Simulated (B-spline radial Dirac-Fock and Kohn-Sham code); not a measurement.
# Hf⁴⁺ 4d3/2: cross section and angular parameters

System: hafnium as Hf⁴⁺, configuration [Xe] 4f14; threshold 269.3 eV (orbital energy of the model). Method: Dirac-Hartree-Slater photoionisation with a Latter tail; cross sections with all multipoles, angular parameters from the dipole term and its interference with E2. Computed with a radial finite-basis atomic code.

```tsv
hν (eV)	σ (kb)	β	γ	δ
403	200	-0.684	-0.175	0.164
421	214	-0.540	-0.114	0.155
540	254	0.156	0.132	0.085
600	252	0.370	0.164	0.059
1486.9	83.6	1.249	-0.045	0.010
1770	59.3	1.310	-0.021	0.018
1990	46.3	1.339	0.015	0.023
2410	?	?	?	?
2984.4	17.9	1.378	0.253	0.045
3810	9.47	1.364	0.467	0.061
4890	4.74	1.326	0.724	0.081
4930	4.64	1.324	0.733	0.082
6000	2.61	1.279	0.954	0.102
7910	1.12	1.198	1.278	0.138
8040	1.06	1.192	1.297	0.141
8047.8	1.06	1.192	1.298	0.141
9270	0.676	1.144	1.466	0.164
15000	0.135	0.960	2.029	0.275
```

Q: Give the values at 2410 eV.

A: σ = 30.0 kb, β = 1.368, γ = 0.107, δ = 0.033.
